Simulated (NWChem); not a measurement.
System: CH$_{3}$ClO$_{3}$Si; SMILES [Si@@H](OC=O)(Cl)O

NWChem input:

```
start job
memory heap 200 mb stack 900 mb global 1100 mb
geometry units angstroms noautoz
  O     -0.049335    -2.109893     1.048693
  C      0.843126    -1.911565     0.267785
  O      0.899644    -0.894549    -0.584604
  Si    -0.298491     0.324205    -0.655682
  O     -1.755000    -0.306095    -0.272315
  Cl     0.318114     1.783855     0.646696
  H      1.730886    -2.568623     0.168393
  H     -0.290142     0.842837    -2.030971
  H     -1.690447    -0.962754     0.440688
end
basis spherical
  * library def2-svp
end
dft
  xc mn15-l
  iterations 150
  mulliken
end
task dft energy
```

Structure relaxed at the PBE0/def2-SVP level.

What results follow from this input? (MN15-L/def2-SVP.) Quantities: energy (Ha); highest occupied level (eV); orbital gap (eV); dipole (D).


```yaml
energy (Ha): -1014.56
highest occupied level (eV): -7.87
orbital gap (eV): 6.75
dipole (D): 1.70
```
